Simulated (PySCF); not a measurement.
Computed shifts of a molecule CH6O3Si2, PySCF with PBE/pcSseg-1, GIAO, gas phase, equivalent atoms averaged, in ppm (number of nuclei): ¹³C: 166.8 (1). ²⁹Si: -9.1 (1), -32.7 (1). ¹H: 8.33 (1), 5.75 (1), 5.69 (1), 5.51 (1), 5.37 (1), 3.12 (1). References: ¹⁷O against H2O (σ = 334.3 ppm); ¹³C against TMS (σ = 182.0 ppm); ²⁹Si against TMS (σ = 335.4 ppm); ¹H against TMS (σ = 31.49 ppm), references at their B3LYP-D3(BJ)/def2-TZVP geometries, non-relativistic. Geometry: PBE0-D3(BJ)/def2-SVP. One conformer was computed; it need not be the lowest.

Question: Which structure fits?
A) CO[SiH]1O[SiH2]O1
B) O[Si@@H]1CO[SiH2]O1
C) O=C(O[SiH3])[SiH2]O
D) O=CO[SiH2][SiH2]O

Answer: D, O=CO[SiH2][SiH2]O
